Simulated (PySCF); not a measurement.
Two species compared at the same levels of theory.

First species: C3H13NO2Si3.
InChI=1S/C3H13NO2Si3/c5-9(6,4(7)8)3-1-2-3/h3,5-6H,1-2H2,7-8H3

Second species: C₄H₁₁FO₂Si.
SMILES: `CCO[C@H](CF)O[SiH3]`

Levels: PBE0/pcSseg-1 for dipole moment, HOMO energy, LUMO energy and HOMO–LUMO gap; GFN2-xTB for rotational constant A and rotational constant C. Geometries: GFN2-xTB. Each structure is a single optimised conformer of the isolated species, non-relativistic unless stated; the electronic structure was computed with PySCF and density fitting.

Dipoles, sizes and rotational constants follow the conformer. The torsions of the flexible species, by atom-mapped SMILES:
- `[OH:1][Si:2]([OH:3])([CH:4]1[CH2:5][CH2:6]1)[N:7]([SiH3:8])[SiH3:9]`: O1–Si2–C4–C5 -14°, O1–Si2–N7–Si8 -166°, H–O1–Si2–O3 -179°, H–O3–Si2–O1 41°
- `[CH3:1][CH2:2][O:3][C@H:4]([CH2:5][F:6])[O:7][SiH3:8]`: C1–C2–O3–C4 -171°, C2–O3–C4–C5 -161°, O3–C4–C5–F6 83°, O3–C4–O7–Si8 38°

| property | column X | column Y |
| --- | --- | --- |
| dipole moment | 1.75 D | 1.21 D |
| HOMO energy | -8.21 eV | -7.47 eV |
| LUMO energy | 0.41 eV | 0.04 eV |
| HOMO–LUMO gap | 8.62 eV | 7.51 eV |
| rotational constant A | 1.564 GHz | 1.169 GHz |
| rotational constant C | 0.812 GHz | 0.742 GHz |

(1) Which column belongs to which species?

(2) How does each property change from the first species to the second?

Results:

(1) Column X is the second species and column Y the first. The first has 22 atoms and 96 electrons, the second 19 and 74.

(2) dipole moment +0.54 D; HOMO energy -0.74 eV; LUMO energy +0.37 eV; HOMO–LUMO gap +1.11 eV; rotational constant A +0.395 GHz; rotational constant C +0.070 GHz.

On the first: The dipole matches unit charges of opposite sign 0.25 Å apart (1 e·Å = 4.8032 D). GFN2-xTB frequencies show an imaginary mode (26i cm⁻¹), so this geometry is no minimum at that level.

On the second: In atomic units the dipole is 0.69 e·bohr (1 au = 2.5417 D).
